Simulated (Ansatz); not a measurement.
Consider the ligand exchange at the Si–O bond: `CC[SiH2]O[SiH3]` + `C=C=C(O)Cl` → `C=C=C(Cl)O[SiH3]` + `CC[SiH2]O`.

Calculated with Ansatz (gas phase, PBE0-D4/def2-TZVP geometries, no zero-point term in ΔE). CCSD(T)/CBS adds triple-zeta CCSD(T) − MP2 to the extrapolated MP2 energy (def2 sets, frozen cores). DFT in def2-TZVPP. B3LYP here is the variant with VWN-RPA as its local correlation; programs differ in this. One conformer a species, not always the lowest.

Question: Is it downhill or uphill in electronic energy at CCSD(T)/CBS, and by how much? (Best estimate.)

Answer: Computed: Uphill: ΔE = +21.7 kJ/mol.

Question: What do these levels give: PBE-D4, B3LYP-D4, ωB97X-V, PBE, PBE0, MP2/def2-TZVPP, SCS-MP2/def2-TZVPP, CCSD/def2-TZVPP, MP2/def2-QZVPP, SCS-MP2/def2-QZVPP, HF/CBS(def2), CCSD/CBS(def2)? (Estimate.)

Answer: The calculation gave: PBE-D4 19.6, B3LYP-D4 22.6, ωB97X-V 22.3, PBE 19.4, PBE0 22.0, MP2/def2-TZVPP 19.3, SCS-MP2/def2-TZVPP 21.2, CCSD/def2-TZVPP 23.1, MP2/def2-QZVPP 19.7, SCS-MP2/def2-QZVPP 21.7, HF/CBS(def2) 30.9, CCSD/CBS(def2) 23.3 kJ/mol.

Largest T1 diagnostic among the species: 0.012.

In def2-TZVPP, CCSD(T) changes the Hartree–Fock value by −8.3 kJ/mol (the triples alone add −1.7 kJ/mol) and MP2 by −10.5 kJ/mol.
